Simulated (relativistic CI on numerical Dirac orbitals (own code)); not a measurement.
# Sensitivity of the levels of Ce²²⁺ to α and to the nuclear radius

Computed by Dirac-Coulomb-Breit CI, KLI orbitals optimised for each configuration, derivatives by finite differences, unscaled Slater integrals, QED left out (own radial code, finite nucleus).

Configuration list (outside the closed core [Ar] 3d10): 4s2.4p6, 4s2.4p5.4d, 4s.4p6.4d, 4s2.4p5.4f, 4s.4p6.4f, 4p6.4d2, 4p5.4d3, 4p5.4d2.4f. Double excitations out of closed p, d and f shells are left out; levels of such configurations are missing from the list, as are those of other unlisted configurations, and high levels can miss mixing partners.

With x = (α/α₀)² − 1 an excitation energy changes as ω = ω₀ + qx; K = 2q/ω₀ is the relative enhancement. Terms are leading LS components, so labels can repeat. The field-shift factor is F = δν/δ⟨r²⟩ for the transition from the lowest level.

Lowest level 4s2.4p6 1S_0.

```csv
Level,ω₀ (cm⁻¹),q (cm⁻¹),K,F (GHz/fm²)
4s2.4p5.4d 3P°_0,751364,15340,0.0408,2.9
4s2.4p5.4d 3P°_1,768605,23200,0.0604,2.89
4s2.4p5.4d 3F°_3,791628,18610,0.047,2.54
4s2.4p5.4d 3D°_2,797111,24530,0.0615,2.85
4s2.4p5.4d 3F°_4,809243,53170,0.131,2.92
4s2.4p5.4d 1D°_2,823792,52520,0.128,3.08
4s2.4p5.4d 3D°_3,855681,52450,0.123,3.55
4s2.4p5.4d 3D°_1,912624,100800,0.221,0.377
4s2.4p5.4d 3F°_2,972870,223200,0.459,-7.19
4s2.4p5.4d 3D°_2,1015865,258600,0.509,-6.22
4s2.4p5.4d 1F°_3,1027679,261600,0.509,-6.61
4s2.4p5.4d 1P°_1,1141159,173400,0.304,-3.08
4s.4p6.4d 3D_1,1512459,249300,0.33,-285
```

At this charge energies of transitions that change n are usually good to better than 1 %, and those within a shell (Δn = 0) to a few per cent.
